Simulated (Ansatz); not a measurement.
CCSD(T) forces

SiH$_{4}$Te (SMILES [SiH3][TeH]), singlet, displaced at random from a GFN2-xTB minimum.

| atom | x (Å) | y (Å) | z (Å) |
| --- | --- | --- | --- |
| Si1 | -0.3681 | -0.3109 | -0.5038 |
| Te2 | -0.0870 | 0.8629 | 1.7632 |
| H3 | 0.2908 | -1.5232 | -0.5352 |
| H4 | -1.7315 | -0.4876 | -0.7632 |
| H5 | 0.3413 | 0.6663 | -1.6117 |
| H6 | 1.5444 | 0.7978 | 1.5435 |

Ansatz 0.2.0; basis: def2-TZVPP; cores frozen in the correlated methods. Filled d shells of the heavier atoms are correlated. Core potentials replace the inner electrons of the atoms past krypton. The def2 sets are not built for correlating such inner shells, so the correlated values are less sure here.

CCSD(T) forces from the calculation:
| atom | Fx | Fy | Fz (eV/Å) |
| --- | --- | --- | --- |
| Si1 | 1.749 | 3.670 | -0.524 |
| Te2 | -0.167 | -0.376 | -0.534 |
| H3 | 1.046 | -1.956 | 0.034 |
| H4 | -1.673 | -0.107 | -0.290 |
| H5 | -1.000 | -1.253 | 1.294 |
| H6 | 0.045 | 0.022 | 0.019 |

Q: Which atom feels the largest CCSD(T) force, and how large is it?

A: Si1, 4.10 eV/Å, along (0.43, 0.90, -0.13).

Root-mean-square difference of the force components from those of CCSD(T): PBE0-D4 0.066; wB97M-V 0.050; r2SCAN-D4 0.063; PBE-D4 0.176; HSE06-D4 0.066; BLYP-D4 0.201 eV/Å.

T1 diagnostic: at most 0.011. These are differences at one structure, and CCSD(T) in triple zeta is itself an approximation.

For scale, one of the runs: CCSD(T)/def2-TZVPP forces, 148 basis functions (an equivalent command: `ansatz run in.yaml --threads 4`). The run took 110 s on 4 CPU threads (shared host), with 1.8 GiB of host memory at its peak.
